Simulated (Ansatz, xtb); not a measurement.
C6H15N: which of two isomers lies lower

We compare I, `CC(C)C(C)(C)N`, a singlet, with II, `CCC(C)(N)CC`, a singlet. Both are isolated molecules in the gas phase, relaxed with r2SCAN-D4/def2-SVP, each in the lowest conformer that the search found.

Quicker runs give these differences E(II) − E(I): GFN2-xTB +0.041 eV; HF/STO-3G −0.025 eV (at GFN2-xTB geometries); r2SCAN-D4/def2-SVP//GFN2-xTB −0.002 eV.

Question: Estimate E(II) − E(I) at the level CCSD(T)/def2-SVP + ΔMP2/def2-TZVPP.

Answer: Too close to call at this level: CCSD(T)/def2-SVP + ΔMP2/def2-TZVPP gives E(II) − E(I) = +0.024 eV.

The same difference at several levels:

```
                             level            geometry  E(II) − E(I) (eV)  departure from the last row (eV)  job, with rough time for the two
                          GFN2-xTB            GFN2-xTB              +0.041                            +0.017              optimisation, 0.18 s
                         HF/STO-3G            GFN2-xTB              −0.025                            −0.049              single point, 0.62 s
      r2SCAN-D4/def2-SVP//GFN2-xTB            GFN2-xTB              −0.002                            −0.026               single point, 4.6 s
                r2SCAN-D4/def2-SVP  r2SCAN-D4/def2-SVP              +0.004                            −0.021                optimisation, 43 s
                       HF/def2-SVP  r2SCAN-D4/def2-SVP              −0.033                            −0.057           part of the CCSD(T) run
                      MP2/def2-SVP  r2SCAN-D4/def2-SVP              +0.025                            +0.001           part of the CCSD(T) run
                  CCSD(T)/def2-SVP  r2SCAN-D4/def2-SVP              +0.018                            −0.006                      single point
CCSD(T)/def2-SVP + ΔMP2/def2-TZVPP  r2SCAN-D4/def2-SVP              +0.024                                               single point, 1.9 min
```

As drawn, both hold the same kinds of bond in the same numbers. Structure I has 4 methyl groups, II 3.

The largest departure from CCSD(T)/def2-SVP + ΔMP2/def2-TZVPP is that of HF/def2-SVP, 0.057 eV. The last row adds to CCSD(T) the change of the MP2 difference between the two basis sets, here +0.006 eV.

With thermal terms from frequencies at re-optimised GFN2-xTB minima (ideal gas, soft modes damped towards free rotors, one conformer each, 298.15 K, 1 atm): on the last row, ΔE + ΔZPE = +0.035, ΔH = +0.034, ΔG = +0.026 eV.

The correlated steps freeze 7 core orbitals. Programs: Ansatz 0.2.0, xtb 6.7.1; the last row on 2 threads of Intel(R) Xeon(R) 6975P-C (Granite Rapids) on a shared host.
